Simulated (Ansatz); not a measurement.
Ansatz (a first-principles code) input (CCSD(T)/cc-pwCVTZ):
A basis named .json is the Basis Set Exchange file of that set.

Ansatz 0.2 input:
```yaml
crystal:
  periodic: [false, false, false]
  atoms:
    - {symbol: O, position_ang: [-1.18193909, 0.12419927, 0.04166053]}
    - {symbol: C, position_ang: [0.00451258, -0.48234218, -0.21664706]}
    - {symbol: O, position_ang: [1.07859303, 0.30309383, 0.15369257]}
    - {symbol: H, position_ang: [-1.09182934, 1.06589480, -0.15697551]}
    - {symbol: H, position_ang: [0.00945295, -1.51938819, 0.11899586]}
    - {symbol: H, position_ang: [1.88206938, -0.07079834, -0.22496291]}
basis:
  gaussian:
    orbitals: cc-pwCVTZ.json
magnetization: {spin_polarized: true, initial_magnetization: 1}
correlation: {method: ccsd_t, electrons: outside_noble_gas}
```

Output:

```
Functional definition: HF
integrals: 0.85 GiB planned
1025 factors; integrals over basis functions are off by at most 1.2e-3 eV
mean field: 0.49 GiB planned
mean field evaluation 1: about -5150.1214 eV, gradient 2.6e1 eV
mean field evaluation 2: about -5150.1252 eV, gradient 2.6e1 eV
mean field evaluation 4: about -5152.6929 eV, gradient 2.8e0 eV
mean field evaluation 8: about -5152.7794 eV, gradient 2.1e-1 eV
mean field evaluation 16: about -5152.7607 eV, gradient 8.6e-1 eV
mean field -5152.78028961 eV, -189.3611829632 hartree, gradient 1.8e-6 eV, S^2 0.758005; 0 other end points of the search recorded, 0 dependent functions left out
3 core orbitals not correlated
reference -5152.78028961 eV, -189.3611829632 hartree; 10, 9 occupied and 158, 159 virtual orbitals, 1025 factors
second order -17.35460525 eV of doubles, -0.00000000 eV of singles
coupled cluster: 1.67 GiB planned
cycle   1  -17.24037494 eV  change    1.1e-1 eV  update   8.2e-2
cycle   2  -17.63956479 eV  change   -4.0e-1 eV  update   2.4e-2
cycle   3  -17.73099504 eV  change   -9.1e-2 eV  update   1.5e-2
cycle   4  -17.71925423 eV  change    1.2e-2 eV  update   5.4e-3
cycle   5  -17.71990654 eV  change   -6.5e-4 eV  update   2.8e-3
cycle   6  -17.72059960 eV  change   -6.9e-4 eV  update   8.3e-4
cycle   7  -17.72036624 eV  change    2.3e-4 eV  update   3.4e-4
cycle   8  -17.72041475 eV  change   -4.9e-5 eV  update   1.5e-4
cycle   9  -17.72042945 eV  change   -1.5e-5 eV  update   6.9e-5
cycle  10  -17.72039119 eV  change    3.8e-5 eV  update   3.0e-5
cycle  11  -17.72041885 eV  change   -2.8e-5 eV  update   1.4e-5
cycle  12  -17.72041755 eV  change    1.3e-6 eV  update   6.7e-6
perturbative correction -0.65861382 eV, -0.0242036115 hartree
Total energy: -5171.15932098 eV, -190.0365999082 hartree
```

It need not be the lowest isomer of its formula.
